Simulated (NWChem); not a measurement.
System meant: C3H7NSi; SMILES N#CCC[SiH3]

NWChem input:

```
start job
memory heap 200 mb stack 900 mb global 1100 mb
geometry units angstroms noautosym nocenter noautoz
  N      0.972236    -2.421615    -0.043619
  C      0.074585    -1.710406     0.123477
  C     -1.052234    -0.802702     0.320748
  C     -0.919259     0.521970    -0.442468
  Si     0.538820     1.630727     0.052256
  H     -1.965615    -1.339269     0.013332
  H     -1.152515    -0.623057     1.404583
  H     -1.842983     1.104446    -0.289717
  H     -0.856070     0.327169    -1.525986
  H      0.470500     1.917942     1.519196
  H      0.435754     2.916718    -0.701409
  H      1.844700     0.978232    -0.256256
end
basis spherical
  * library def2-svp
end
dft
  xc m06-l
  iterations 150
end
property
  shielding
end
task dft property
```

End of the output:

```
 Vector   26  Occ=0.000000D+00  E= 3.140626D-02
              MO Center=  3.3D-01,  4.5D-01,  1.3D-01, r^2= 6.2D+00
   Bfn.  Coefficient  Atom+Function         Bfn.  Coefficient  Atom+Function
  ----- ------------  ---------------      ----- ------------  ---------------
    68      0.857328   5 Si py               45      0.720226   4 C  s
    67      0.671979   5 Si px              101     -0.661053  11 H  s
    31      0.511168   3 C  s                22      0.405693   2 C  py
    91     -0.378919   9 H  s                50      0.376866   4 C  py
    81     -0.348803   7 H  s                 3      0.314301   1 N  s

 center of mass
 --------------
 x =   0.06301770 y =  -0.15239299 z =   0.02305125

 moments of inertia (a.u.)
 ------------------
         821.403315711095           0.923072664078          -4.404717517066
           0.923072664078         246.979287515503          19.826939068562
          -4.404717517066          19.826939068562         988.639519296399

     Multipole analysis of the density
     ---------------------------------

     L   x y z        total         alpha         beta         nuclear
     -   - - -        -----         -----         ----         -------
     0   0 0 0     -0.000000    -23.000000    -23.000000     46.000000

     1   1 0 0     -1.255091     -0.534434     -0.534434     -0.186223
     1   0 1 0      0.885344      1.185121      1.185121     -1.484898
     1   0 0 1      0.077775     -0.528537     -0.528537      1.134848

     2   2 0 0    -29.125970    -78.062939    -78.062939    126.999908
     2   1 1 0      3.909693     -2.075126     -2.075126      8.059945
     2   1 0 1     -0.090540     -1.294693     -1.294693      2.498846
     2   0 2 0    -35.343729   -228.336659   -228.336659    421.329589
     2   0 1 1     -0.681513      5.659105      5.659105    -11.999724
     2   0 0 2    -28.419358    -30.611879    -30.611879     32.804401

          -----------------------------------------
          Chemical Shielding Tensors (GIAO, in ppm)
          -----------------------------------------

 ------------------------------------------------------------------------
  xm06: d2 not coded                    0
 ------------------------------------------------------------------------
 ------------------------------------------------------------------------
  current input line :
    27: task dft property
 ------------------------------------------------------------------------
 ------------------------------------------------------------------------
 This error has not yet been assigned to a category
 ------------------------------------------------------------------------
 For more information see the NWChem manual at https://nwchemgit.github.io

0: xm06: d2 not coded:Received an Error in Communication
```

### Question
What is wrong, and how is it mended?

### Answer
The run crashed. Cause: this functional's second derivatives, which shieldings need, aren't coded here; the fix takes a hybrid GGA instead. This input runs:
```
start job
memory heap 200 mb stack 900 mb global 1100 mb
geometry units angstroms noautosym nocenter noautoz
  N      0.972236    -2.421615    -0.043619
  C      0.074585    -1.710406     0.123477
  C     -1.052234    -0.802702     0.320748
  C     -0.919259     0.521970    -0.442468
  Si     0.538820     1.630727     0.052256
  H     -1.965615    -1.339269     0.013332
  H     -1.152515    -0.623057     1.404583
  H     -1.842983     1.104446    -0.289717
  H     -0.856070     0.327169    -1.525986
  H      0.470500     1.917942     1.519196
  H      0.435754     2.916718    -0.701409
  H      1.844700     0.978232    -0.256256
end
basis spherical
  * library def2-svp
end
dft
  xc pbe0
  iterations 150
end
property
  shielding
end
task dft property
```
It converges to -462.20013 Ha (PBE0/def2-SVP, GIAO).
